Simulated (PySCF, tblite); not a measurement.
Isomers of C7H15OP. Method: GFN2-xTB as coded in tblite; computed harmonic values from a numerical Hessian at the method's own geometry, unscaled. This tight-binding method is rough: wavenumbers can miss measured ones by several per cent, in bad cases by 10 to 20. Modes of hydrogen on phosphorus can be 10 to 20 % off. One conformer each.

Electronic energies: PBE0/pcSseg-1 single points on the GFN2-xTB geometries (PySCF, gas phase).

```
                     SMILES  electronic energy, lowest = 0 (kcal/mol)
      C=C(C)[P@@](C)(=O)CCC                                       8.1
CC[C@@H]1CC[C@H](C)[P@H]1=O                                       0.0
      C=CC[P@@](C)(=O)C(C)C                                       8.4
     CC(C)(C)[P@H](=O)C1CC1                                      19.8
             C=P1(CC)CCOCC1                                      53.7
```

**Question.** How do GFN2-xTB zero-point energies change the relative energies?

**Answer.** 
| SMILES | ZPE (kcal/mol) | of it from modes above 1550 cm⁻¹ | electronic (kcal/mol) | with ZPE, lowest = 0 (kcal/mol) | lowest mode (cm⁻¹) | rings |
| --- | --- | --- | --- | --- | --- | --- |
| CC[C@@H]1CC[C@H](C)[P@H]1=O | 130.5 | 63.0 | 0.0 | 0.0 | 37 | 1 |
| C=C(C)[P@@](C)(=O)CCC | 127.5 | 67.2 | 8.1 | 5.2 | 11 | 0 |
| C=CC[P@@](C)(=O)C(C)C | 127.4 | 67.2 | 8.4 | 5.4 | 25 | 0 |
| CC(C)(C)[P@H](=O)C1CC1 | 128.5 | 63.9 | 19.8 | 17.8 | 45 | 1 |
| C=P1(CC)CCOCC1 | 127.7 | 63.4 | 53.7 | 50.8 | 57 | 1 |

The zero-point energies span 3.1 kcal/mol, from `C=CC[P@@](C)(=O)C(C)C` to `CC[C@@H]1CC[C@H](C)[P@H]1=O`. The order is unchanged.

**Question.** And how do the electronic energies of GFN2-xTB itself compare?

**Answer.** `CC[C@@H]1CC[C@H](C)[P@H]1=O` 0.0; `C=C(C)[P@@](C)(=O)CCC` 28.2; `C=CC[P@@](C)(=O)C(C)C` 28.8; `CC(C)(C)[P@H](=O)C1CC1` 20.7; `C=P1(CC)CCOCC1` 82.4 kcal/mol, lowest = 0. Against the energies above, taken from the same isomer `CC[C@@H]1CC[C@H](C)[P@H]1=O`, the largest difference is 28.7 kcal/mol.

**Question.** What do entropy and thermal enthalpy add at 298.15 K and 1 bar (rigid rotor, harmonic oscillator, one conformer each)?

**Answer.** 
| SMILES | point group | symmetry number | S (cal/(mol K)) | H − H(0) (kcal/mol) | ZPE + H − H(0) − TS (kcal/mol) |
| --- | --- | --- | --- | --- | --- |
| CC[C@@H]1CC[C@H](C)[P@H]1=O | C1 | 1 | 100.3 | 7.25 | 107.9 |
| C=CC[P@@](C)(=O)C(C)C | C1 | 1 | 111.6 | 8.63 | 102.8 |
| CC(C)(C)[P@H](=O)C1CC1 | C1 | 1 | 105.0 | 7.96 | 105.2 |
| C=P1(CC)CCOCC1 | C1 | 1 | 101.4 | 7.58 | 105.0 |

Not tabulated: `C=C(C)[P@@](C)(=O)CCC` (lowest mode only 11 cm⁻¹).
